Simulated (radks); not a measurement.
The numbers below are computed, except where a source is named.
A nucleus of charge 58.6 with 57 electrons, configuration [Xe] 4f1 5d2. Level of theory: Dirac Kohn-Sham, PBEsol, spin-unpolarised, spherical densities, finite nucleus; open shells fill j = l - 1/2 first; Fermi nuclear charge, rms radius 4.8771 fm (a radial shooting solver on a logarithmic mesh with Libxc functionals).

Normalised radial functions P(r) = r R(r) (large component), r in bohr:

```
   r/bohr * 4d3/2, o 5p3/2, + 5d3/2 (the largest magnitude, 1.31, reaches the edge; | marks zero, & curves that meet)
 0.003177                             &
 0.004272                             &
 0.005744                             &
 0.007661                             &
   0.0103                             &o
  0.01374                             &o
  0.01847                             & o
  0.02463                             +* o
  0.03312                             + *o
  0.04417                             |+ *o
  0.05939                             |+  o*
  0.07921                             | +o    *
   0.1065                             o  +        *
    0.142                         o   |   +          *
    0.191                       o     |   +         *
   0.2567                         o   | +    *
   0.3424                       *   + | o
   0.4604         *             +     |        o
   0.6141  *                    +     |       o
   0.8256      *                    +o|
    1.101               *o            |    +
     1.48           o            *    |           +
    1.975              o             *|             +
    2.655                     o       *            +
    3.541                          o  *       +
     4.76                            o*   +
    6.349                             &+
    8.536                             &
```

4d3/2: eigenvalue -129.66 eV, 1 radial node at r = 0.301 bohr, <r> = 0.723 bohr, 90 % of the charge inside 1.08 bohr. 5p3/2: eigenvalue -33.410 eV, 3 radial nodes at r = 0.107, 0.317, 0.802 bohr, <r> = 1.73 bohr, 90 % of the charge inside 2.52 bohr. 5d3/2: eigenvalue -12.560 eV, 2 radial nodes at r = 0.290, 0.891 bohr, <r> = 2.49 bohr, 90 % of the charge inside 3.81 bohr.
